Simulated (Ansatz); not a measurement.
Isolated molecules relaxed with PBE0-D4/def2-TZVP in Ansatz; ΔE leaves out vibrations. CCSD(T)/CBS adds triple-zeta CCSD(T) − MP2 to the extrapolated MP2 energy (def2 sets, frozen cores). Functionals use def2-TZVPP. B3LYP here is the variant with VWN-RPA as its local correlation; programs differ in this. Each species was taken in one conformer, which may not be the lowest.

Reaction (substitution at a C–O bond): `CO[SiH2]S[SiH2]F` + `CC(=N)N` → `C/N=C(\C)N` + `O[SiH2]S[SiH2]F`

`CO[SiH2]S[SiH2]F`:

```xyz
13

C    -0.739   -1.115    1.293
O    -0.393   -1.242   -0.071
Si    1.073   -0.975   -0.733
S     1.109    0.823   -1.908
Si   -0.278    1.960   -0.792
F     0.156    2.037    0.749
H    -1.130   -2.070    1.651
H     0.121   -0.831    1.907
H    -1.512   -0.351    1.403
H     2.083   -0.880    0.352
H     1.399   -2.060   -1.684
H    -0.255    3.327   -1.357
H    -1.635    1.377   -0.810
```

`CC(=N)N`:

Z-matrix (Å, degrees):
```
C
C 1 1.498
H 1 1.087 2 109.2
H 1 1.094 2 110.7 3 120.2
H 1 1.093 2 110.6 3 -120.5
N 2 1.273 1 119.7 3 -0.3
N 2 1.377 1 114.1 3 177.2
H 6 1.020 2 111.5 1 179.7
H 7 1.005 2 118.2 1 20.9
H 7 1.006 2 117.7 1 166.3
```

`C/N=C(\C)N`:

Z-matrix (Å, degrees):
```
C
N 1 1.439
H 1 1.099 2 113.1
H 1 1.091 2 109.2 3 119.4
H 1 1.099 2 112.6 3 -121.6
C 2 1.271 1 118.5 3 57.8
N 6 1.376 2 119.1 1 175.2
C 6 1.502 2 125.5 1 -1.8
H 7 1.005 6 117.6 2 152.6
H 7 1.008 6 114.1 2 13.0
H 8 1.090 6 112.4 2 -179.2
H 8 1.093 6 109.9 2 60.3
H 8 1.092 6 110.3 2 -57.5
```

`O[SiH2]S[SiH2]F`:

Z-matrix (Å, degrees):
```
Si
S 1 2.144
O 1 1.639 2 112.9
H 1 1.483 2 104.0 3 121.7
H 1 1.477 2 110.6 3 -117.5
Si 2 2.119 1 98.0 3 77.8
H 3 0.959 1 118.1 2 55.7
F 6 1.597 2 110.7 1 87.2
H 6 1.479 2 110.8 1 -31.6
H 6 1.478 2 107.7 1 -155.4
```

Q: Is it downhill or uphill in electronic energy at CCSD(T)/CBS, and by how much? (Estimate.)

A: The calculation gave: Downhill: ΔE = -31.2 kJ/mol.

Q: What do these levels give: PBE-D4, B3LYP-D4, ωB97X-V, r2SCAN, B3LYP, HF/def2-TZVPP, CCSD(T)/def2-TZVPP, HF/def2-QZVPP, MP2/def2-QZVPP, SCS-MP2/def2-QZVPP, MP2/CBS(def2), CCSD/CBS(def2)? (Best estimate.)

A: Ansatz gave: PBE-D4 -32.3, B3LYP-D4 -24.4, ωB97X-V -26.2, r2SCAN -30.9, B3LYP -27.9, HF/def2-TZVPP -17.4, CCSD(T)/def2-TZVPP -28.7, HF/def2-QZVPP -17.6, MP2/def2-QZVPP -35.8, SCS-MP2/def2-QZVPP -31.0, MP2/CBS(def2) -36.8, CCSD/CBS(def2) -29.7 kJ/mol.

Largest T1 diagnostic among the species: 0.012.

The D4 term adds +3.5 kJ/mol with B3LYP and +2.1 kJ/mol with PBE0; it sums over pairs of atoms, weighted by their polarisabilities, and B3LYP, whose exchange is more repulsive, gets the larger term. In def2-TZVPP, CCSD(T) changes the Hartree–Fock value by −11.2 kJ/mol (the triples alone add −1.5 kJ/mol) and MP2 by −16.8 kJ/mol.
